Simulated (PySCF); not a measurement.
Ge(Me)4 (C4H12Ge), SMILES [Ge]([CH3])([CH3])([CH3])[CH3].

Geometry: B3LYP-D3(BJ)/def2-SVP. The isomer is the one that the SMILES or the coordinates give; other isomers of the formula were not compared.

Computed with PBE/def2-TZVP (PySCF).

Symmetry labels are those of the subgroup D2 that the program uses (full group Td).

Q: List the valence orbital energies around the gap with their symmetry. (An estimate is asked for; the answer gives what the named calculation found.)

A: 
```csv
orbital,symmetry,energy (eV)
HOMO−7,A,-9.49
HOMO−6,A,-9.49
HOMO−5,B1,-9.16
HOMO−4,B3,-9.16
HOMO−3,B2,-9.16
HOMO−2,B1,-6.82
HOMO−1,B2,-6.82
HOMO,B3,-6.82
LUMO,A,0.06
LUMO+1,B1,1.17
LUMO+2,B2,1.17
LUMO+3,B3,1.17
```
